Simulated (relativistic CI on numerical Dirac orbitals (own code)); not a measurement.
## Hyperfine structure of Hg¹³⁺, mass number 199

Calculated at this level of theory: Dirac-Coulomb-Breit CI, KLI orbitals optimised for each configuration, QED by a radiative potential, unscaled Slater integrals (own radial code, finite nucleus).

CI space (outside the closed core [Kr] 4d10): 4f14 5s2 5p5, 4f14 5s 5p6, 4f14 5s2 5p4 5d, 4f13 5s2 5p6, 4f14 5s 5p5 5d, 4f14 5s2 5p4 5f, 4f14 5s2 5p4 5g, 4f14 5s2 5p4 6s, 4f14 5s 5p5 5f, 4f13 5s2 5p5 5d, 4f14 5p6 5d, 4f14 5p5 5d2, 4f14 5p4 5d3, 4f13 5p6 5d2, 4f14 5p4 5d2 5f, 4f14 5p4 5d2 5g. Double excitations out of closed p, d and f shells are left out; levels of such configurations are missing from the list, as are those of other unlisted configurations, and high levels can miss mixing partners. Some configurations lack a partner that the ground configuration has and come out too high, among them 4f14 5s2 5p4 6s, 4f13 5s2 5p5 5d.

Nuclear spin I = 1/2, μ = 0.5039 μN (tables of Stone and Pyykkö). The electronic factors are computed for point nuclear moments, without core polarisation or the Bohr-Weisskopf and QED corrections.

```csv
Level,E (cm⁻¹),A (GHz)
4f14 5s2 5p5 2P°_3/2,0,12.56
4f14 5s2 5p5 2P°_1/2,178819,127
4f13 5s2 5p6 2F°_7/2,465043,2.377
4f14 5s2 5p4 5d 4D_5/2,491098,8.623
4f13 5s2 5p6 2F°_5/2,497989,4.451
4f14 5s2 5p4 5d 2P_1/2,503934,59.02
4f14 5s2 5p4 5d 2F_7/2,520090,6.637
4f14 5s2 5p4 5d 4F_9/2,521239,6.488
```

Levels with J = 0, under 50 % of one LS term, or S terms without an open s electron are left out. Small factors come from cancelling terms and can be off by tens of per cent or more.

At this charge transitions that keep the count of f electrons are usually good to a few per cent. Levels and lines within the n = 5 or 6 shells can be off by up to 10 % or somewhat more, and those that change n by about 2 %, since core polarisation is missing. Levels that differ in their count of f electrons can be misplaced by several ten thousand cm⁻¹, since the correlation energy of f electrons is missing or only estimated; rates across such gaps can be off by orders of magnitude.

(1) Give the hyperfine levels of 4f14 5s2 5p5 2P°_1/2 relative to its centre of gravity.

Results:

(1) With K = F(F + 1) − I(I + 1) − J(J + 1), E = AK/2: F = 0: -95.24, F = 1: 31.75 GHz.

LS names give the leading component of a level, which can be under half, so a name can repeat, a term be missing and a line seem to break the LS rules.
